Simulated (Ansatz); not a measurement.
Isolated molecules relaxed with PBE0-D4/def2-TZVP in Ansatz; ΔE leaves out vibrations. CCSD(T)/CBS is the MP2 limit (def2-TZVPP, def2-QZVPP) plus CCSD(T) − MP2 in def2-TZVPP, frozen cores. This one scheme is used for every species. Functionals use def2-TZVPP. B3LYP here is the variant with VWN-RPA as its local correlation; programs differ in this. def2 core potentials past Kr. For Sn outer-core shells are correlated without core-valence functions, which leaves a few kJ/mol of doubt a bond. Each species was taken in one conformer, which may not be the lowest.

Consider the cleavage of the Sn–Si bond: `[SiH3][SnH3]` + `OBO` → `OB[O][SnH3]` + SiH₄.

`[SiH3][SnH3]`:

Z-matrix (Å, degrees):
```
Si
Sn 1 2.560
H 1 1.487 2 110.2
H 1 1.487 2 110.2 3 -120.0
H 1 1.487 2 110.2 3 120.0
H 2 1.708 1 110.8 3 179.5
H 2 1.708 1 110.8 3 -60.5
H 2 1.708 1 110.7 3 59.5
```

`OBO`:

Cartesian coordinates in Å:
```
O 0.874 -0.236 0.612
B -0.151 0.301 -0.108
O -1.036 -0.523 -0.717
H 1.446 0.426 1.005
H -0.301 1.484 -0.224
H -0.833 -1.452 -0.567
```

`OB[O][SnH3]`:

Cartesian coordinates in Å:
```
O -0.908 -0.050 1.378
B 0.292 0.607 1.243
O 0.925 0.565 0.063
Sn 0.164 -0.425 -1.488
H -1.293 0.031 2.252
H 0.765 1.210 2.171
H -1.332 0.284 -1.880
H 0.042 -2.066 -1.055
H 1.345 -0.155 -2.684
```

SiH₄:

Z-matrix (Å, degrees):
```
Si
H 1 1.485
H 1 1.485 2 109.5
H 1 1.485 2 109.5 3 -120.0
H 1 1.485 2 109.5 3 120.0
```

```json
{"level": "PBE-D4", "ΔE (kcal/mol)": "2.8", "difference from CCSD(T)/CBS": "3.9"}
{"level": "r2SCAN-D4", "ΔE (kcal/mol)": "0.2", "difference from CCSD(T)/CBS": "1.3"}
{"level": "PBE0-D4", "ΔE (kcal/mol)": "3.1", "difference from CCSD(T)/CBS": "4.2"}
{"level": "ωB97X-V", "ΔE (kcal/mol)": "-1.1", "difference from CCSD(T)/CBS": "0.0"}
{"level": "PBE", "ΔE (kcal/mol)": "3.1", "difference from CCSD(T)/CBS": "4.2"}
{"level": "B3LYP", "ΔE (kcal/mol)": "-0.2", "difference from CCSD(T)/CBS": "0.9"}
{"level": "HF/def2-TZVPP", "ΔE (kcal/mol)": "-3.3", "difference from CCSD(T)/CBS": "-2.2"}
{"level": "MP2/def2-TZVPP", "ΔE (kcal/mol)": "-1.4", "difference from CCSD(T)/CBS": "-0.3"}
{"level": "SCS-MP2/def2-TZVPP", "ΔE (kcal/mol)": "-3.0", "difference from CCSD(T)/CBS": "-1.9"}
{"level": "CCSD/def2-TZVPP", "ΔE (kcal/mol)": "-1.0", "difference from CCSD(T)/CBS": "0.1"}
{"level": "HF/def2-QZVPP", "ΔE (kcal/mol)": "-3.8", "difference from CCSD(T)/CBS": "-2.7"}
{"level": "MP2/def2-QZVPP", "ΔE (kcal/mol)": "-1.5", "difference from CCSD(T)/CBS": "-0.4"}
{"level": "SCS-MP2/def2-QZVPP", "ΔE (kcal/mol)": "-3.1", "difference from CCSD(T)/CBS": "-2.0"}
{"level": "HF/CBS(def2)", "ΔE (kcal/mol)": "-3.9", "difference from CCSD(T)/CBS": "-2.8"}
{"level": "MP2/CBS(def2)", "ΔE (kcal/mol)": "-1.3", "difference from CCSD(T)/CBS": "-0.2"}
{"level": "CCSD/CBS(def2)", "ΔE (kcal/mol)": "-0.9", "difference from CCSD(T)/CBS": "0.2"}
{"level": "CCSD(T)/CBS", "ΔE (kcal/mol)": "-1.1", "difference from CCSD(T)/CBS": "0"}
```

Largest T1 diagnostic among the species: 0.014.

In def2-TZVPP, CCSD(T) changes the Hartree–Fock value by +2.1 kcal/mol (the triples alone add −0.2 kcal/mol) and MP2 by +1.9 kcal/mol.
